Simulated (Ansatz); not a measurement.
Isomers of Si6O⁺ (doublet), relaxed with r2SCAN-D4/def2-SVP; total energies from Ansatz at ωB97M-V/def2-TZVP.

```
isomer                                                                  description  energy (Eh)
     A  point group not assigned; 7 × Si–Si 2.27 to 2.55 Å; 2 × O–Si 1.67 to 1.69 Å  -1811.84216
     B                    point group Cs; 8 × Si–Si 2.35 to 2.56 Å; 2 × O–Si 1.71 Å  -1811.82862
     C  point group not assigned; 8 × Si–Si 2.25 to 2.54 Å; 2 × O–Si 1.68 to 1.70 Å  -1811.84260
     D           point group Cs; 12 × Si–Si 2.40 to 2.56 Å; 3 × O–Si 1.80 to 1.88 Å  -1811.84540
     E            point group Cs; 8 × Si–Si 2.26 to 2.62 Å; 2 × O–Si 1.58 to 1.77 Å  -1811.86084
```

The isomers come from a short search, and lower ones may exist.

**Question.** Work out the relative energies (1 Eh = 2625.5 kJ/mol) and the Boltzmann populations at 500 K from electronic energies alone (R = 8.314 J/mol/K).

**Answer.** ΔE: A 49.0, B 84.6, C 47.9, D 40.5, E 0.0 kJ/mol. RT = 4.16 kJ/mol. Factors exp(−ΔE/RT): A 7.66e-06, B 1.47e-09, C 9.99e-06, D 5.91e-05, E 1; sum 1.000. Populations: A 0.0 %, B 0.0 %, C 0.0 %, D 0.0 %, E 100.0 %. Zero-point energy, vibrational entropy and symmetry numbers are left out and can shift these; an error of 4 kJ/mol changes a ratio by a factor of 2.6. Over the other density-functional and correlated levels in def2 sets, the gap between E and D ranges from 10 to 36 kJ/mol.
